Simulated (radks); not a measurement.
Problem. The mean radii <r> (bohr) of the occupied orbitals of an atom or ion are listed with their occupations. Method: scalar-relativistic Kohn-Sham, BLYP, spin-polarised, spherical densities, finite nucleus; Fermi nuclear charge, rms radius of each element as measured or else 0.836 A^(1/3) + 0.57 fm; computed with a radial shooting solver on a logarithmic mesh with Libxc functionals.

| orbital | occ. | <r> |
|---|---|---|
| 1s up | 1 | 0.06959 |
| 1s down | 1 | 0.06958 |
| 2s up | 1 | 0.3243 |
| 2s down | 1 | 0.3242 |
| 2p up | 3 | 0.2890 |
| 2p down | 3 | 0.2889 |
| 3s up | 1 | 0.9331 |
| 3s down | 1 | 0.9372 |
| 3p up | 3 | 0.9634 |
| 3p down | 1 | 0.9698 |

Name the element and its charge. Open shells, if any, are filled with parallel spins first.

Solution. Z = 22, titanium, charge +6: Ti6+ in [Ne] 3s2 3p4. The 1s radius gives Z: for a bare nucleus <r> = (2 gamma + 1)/(2Z) with gamma = sqrt(1 - (Z/c)^2), 0.06759 bohr for Z = 22, and screening makes it slightly larger (0.06959 here). The occupations add up to 16, and the charge is Z minus that.
